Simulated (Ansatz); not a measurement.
A nudged elastic band was laid between two geometries of BFH6OSi (10 atoms, charge 0, multiplicity 1).

Computed with Ansatz 0.2.0, RKS BHLYP/6-31G*.

```
movable images  : 9
climbing image  : yes
spring          : 5.0 eV/Å²
optimiser       : quadratic models (default)
start path      : through a guess of the saddle point
force threshold : 0.03 eV/Å
iteration limit : 60
end points      : relaxed
```

Image 0:

```xyz
10
Properties=species:S:1:pos:R:3
B -0.127 0.012 0.140
F -0.277 0.341 1.454
H 0.838 0.455 -0.405
H -1.141 -0.116 -0.490
O 0.331 -1.693 0.323
Si -0.726 -2.921 -0.187
H -0.114 -4.193 0.231
H -2.042 -2.760 0.445
H -0.799 -2.812 -1.645
H 0.710 -1.762 1.204
```

Image 10:

```xyz
10
Properties=species:S:1:pos:R:3
B -0.025 -0.134 -0.759
F 0.324 -1.600 2.656
H 0.476 0.867 -0.359
H -0.391 -0.255 -1.887
O -0.173 -1.156 0.111
Si -0.829 -2.695 -0.089
H 0.209 -3.678 0.241
H -1.983 -2.819 0.809
H -1.249 -2.834 -1.495
H 0.293 -1.143 1.844
```

Problem. What changes between the two ends?

Solution. Bonds broken: B1–F2, O5–H10. Bonds formed: F2–H10. BFH6OSi becomes BH5OSi + FH.

Problem. What energy profile does the band end with?

Solution. The forces met the threshold. The highest image is number 3 of 0 to 10, 0.94 eV above the first end and 0.68 eV above the last; the last end lies 0.26 eV above the first. A vibrational analysis at the climbing image gives one clearly imaginary mode, 1128i cm⁻¹: a first-order saddle point. The orbitals stay closed-shell, which can raise the energy where a bond breaks towards radicals; this wasn't checked here.

```csv
image,path coordinate (Å),energy (eV),B1–F2 (Å),O5–H10 (Å),F2–H10 (Å)
0,0.00,0.00,1.36,0.96,2.34
1,0.52,0.00,1.36,0.96,2.25
2,1.04,0.17,1.41,0.98,1.71
3,1.55,0.94,1.62,1.27,1.11
4,2.11,0.54,2.09,1.77,0.94
5,2.67,0.41,2.50,2.02,0.93
6,3.22,0.38,2.79,1.94,0.93
7,3.78,0.35,3.08,1.84,0.93
8,4.33,0.31,3.37,1.79,0.93
9,4.89,0.28,3.62,1.78,0.93
10,5.45,0.26,3.73,1.79,0.93
```

Problem. What is the geometry of the highest image?

Solution. 
```xyz
10
Properties=species:S:1:pos:R:3:forces:R:3
B -0.073 -0.180 0.017 0.00 0.00 0.00
F 0.184 -0.018 1.606 0.00 0.00 0.00
H 0.793 0.393 -0.553 0.00 0.00 0.00
H -1.216 0.063 -0.204 0.00 0.00 0.00
O 0.214 -1.648 0.235 0.00 0.00 0.00
Si -0.705 -2.958 -0.249 0.00 0.00 0.00
H -0.053 -4.160 0.291 0.00 0.00 0.00
H -2.076 -2.846 0.280 0.00 0.00 0.00
H -0.732 -2.996 -1.719 0.00 0.00 0.00
H 0.316 -1.098 1.369 0.00 0.00 0.00
```

Problem. What are the harmonic wavenumbers there?

Solution. 1128i, 75, 108, 185, 549, 677, 739, 759, 851, 871, 943, 994, 1005, 1014, 1051, 1113, 1265, 1316, 2083, 2351, 2367, 2372, 2680, 2777 cm⁻¹.

The band took 29 iterations and about 11 core-minutes.

The run took 11 min on 1 thread of Arm Neoverse V2, on a shared host, peak memory 0.15 GiB.
